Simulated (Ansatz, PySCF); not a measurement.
Breaking a bond: H2Be, SMILES [BeH2]. The Be1–H3 bond (Be1 also carries H; H3 carries nothing else) is varied alone, starting from the PBE0/def2-TZVP optimised geometry.

UHF/aug-cc-pVDZ (Ansatz, a program for electronic structure); RHF/aug-cc-pVDZ (Ansatz); UKS-CAM-B3LYP = unrestricted CAM-B3LYP/aug-cc-pVDZ in Ansatz; RKS-CAM-B3LYP = Ansatz with restricted CAM-B3LYP/aug-cc-pVDZ; UKS-PBE = unrestricted PBE/aug-cc-pVDZ run with Ansatz; RKS-PBE = Ansatz with restricted PBE/aug-cc-pVDZ; UKS-B3LYP/6-31G* = unrestricted B3LYP/6-31G*, spherical d (PySCF); RKS-B3LYP/6-31G* = restricted B3LYP/6-31G*, spherical d run with PySCF; UKS-B3LYP/LANL2DZ = unrestricted B3LYP/LANL2DZ (PySCF); RKS-B3LYP/LANL2DZ = restricted B3LYP/LANL2DZ (PySCF); UKS-BP86/6-31G* = PySCF with unrestricted BP86/6-31G*, spherical d; RKS-BP86/6-31G* = PySCF with restricted BP86/6-31G*, spherical d.

Scanned distances (Å): 0.99, 1.08, 1.13, 1.21, 1.27, 1.33, 1.34, 1.39, 1.43, 1.47, 1.56, 1.66, 1.82, 1.98, 2.22, 2.40, 2.67, 2.96, 3.27, 3.67, 4.04, 4.72.

### Question
Where does the unrestricted solution first break spin symmetry (<S²> of 0.01 or more)?

### Answer
UHF: between 1.98 and 2.22 Å; UKS-CAM-B3LYP: between 2.40 and 2.67 Å; UKS-PBE: between 2.40 and 2.67 Å; UKS-B3LYP/6-31G*: between 2.40 and 2.67 Å; UKS-B3LYP/LANL2DZ: between 2.40 and 2.67 Å; UKS-BP86/6-31G*: between 2.40 and 2.67 Å.

```
R / Å  <S²> UHF  E(RHF) − E(UHF) / eV  <S²> UKS-CAM-B3LYP  E(RKS-CAM-B3LYP) − E(UKS-CAM-B3LYP) / eV  <S²> UKS-PBE  E(RKS-PBE) − E(UKS-PBE) / eV  <S²> UKS-B3LYP/6-31G*  E(RKS-B3LYP/6-31G*) − E(UKS-B3LYP/6-31G*) / eV  <S²> UKS-B3LYP/LANL2DZ  E(RKS-B3LYP/LANL2DZ) − E(UKS-B3LYP/LANL2DZ) / eV  <S²> UKS-BP86/6-31G*  E(RKS-BP86/6-31G*) − E(UKS-BP86/6-31G*) / eV
-----  --------  --------------------  ------------------  ----------------------------------------  ------------  ----------------------------  ---------------------  ----------------------------------------------  ----------------------  ------------------------------------------------  --------------------  --------------------------------------------
0.99       0.00                 0.000                0.00                                     0.000          0.00                         0.000                   0.00                                           0.000                    0.00                                             0.000                  0.00                                         0.000
1.08       0.00                 0.000                0.00                                     0.000          0.00                         0.000                   0.00                                           0.000                    0.00                                             0.000                  0.00                                         0.000
1.13       0.00                 0.000                0.00                                     0.000          0.00                         0.000                   0.00                                           0.000                    0.00                                             0.000                  0.00                                         0.000
1.21       0.00                 0.000                0.00                                     0.000          0.00                         0.000                   0.00                                           0.000                    0.00                                             0.000                  0.00                                         0.000
1.27       0.00                 0.000                0.00                                     0.000          0.00                         0.000                   0.00                                           0.000                    0.00                                             0.000                  0.00                                         0.000
1.33       0.00                 0.000                0.00                                     0.000          0.00                         0.000                   0.00                                           0.000                    0.00                                             0.000                  0.00                                         0.000
1.34       0.00                 0.000                0.00                                     0.000          0.00                         0.000                   0.00                                           0.000                    0.00                                             0.000                  0.00                                         0.000
1.39       0.00                 0.000                0.00                                     0.000          0.00                         0.000                   0.00                                           0.000                    0.00                                             0.000                  0.00                                         0.000
1.43       0.00                 0.000                0.00                                     0.000          0.00                         0.000                   0.00                                           0.000                    0.00                                             0.000                  0.00                                         0.000
1.47       0.00                 0.000                0.00                                     0.000          0.00                         0.000                   0.00                                           0.000                    0.00                                             0.000                  0.00                                         0.000
1.56       0.00                 0.000                0.00                                     0.000          0.00                         0.000                   0.00                                           0.000                    0.00                                             0.000                  0.00                                         0.000
1.66       0.00                 0.000                0.00                                     0.000          0.00                         0.000                   0.00                                           0.000                    0.00                                             0.000                  0.00                                         0.000
1.82       0.00                 0.000                0.00                                     0.000          0.00                         0.000                   0.00                                           0.000                    0.00                                             0.000                  0.00                                         0.000
1.98       0.00                 0.000                0.00                                     0.000          0.00                         0.000                   0.00                                           0.000                    0.00                                             0.000                  0.00                                         0.000
2.22       0.25                 0.053                0.00                                     0.000          0.00                         0.000                   0.00                                           0.000                    0.00                                             0.000                  0.00                                         0.000
2.40       0.51                 0.266                0.00                                     0.000          0.00                         0.000                   0.00                                           0.000                    0.00                                             0.000                  0.00                                         0.000
2.67       0.74                 0.735                0.37                                     0.097          0.08                         0.002                   0.30                                           0.058                    0.28                                             0.048                  0.08                                         0.003
2.96       0.87                 1.297                0.65                                     0.368          0.52                         0.125                   0.61                                           0.277                    0.59                                             0.259                  0.49                                         0.119
3.27       0.94                 1.871                0.82                                     0.723          0.76                         0.348                   0.80                                           0.576                    0.79                                             0.556                  0.73                                         0.333
3.67       0.98                 2.518                0.93                                     1.171          0.92                         0.649                   0.92                                           0.951                    0.92                                             0.937                  0.89                                         0.618
4.04       0.99                 3.012                0.97                                     1.531          0.98                         0.885                   0.97                                           1.246                    0.97                                             1.237                  0.96                                         0.844
4.72       1.00                 3.691                1.00                                     2.028          1.00                         1.171                   1.00                                           1.626                    1.00                                             1.632                  1.00                                         1.128
```
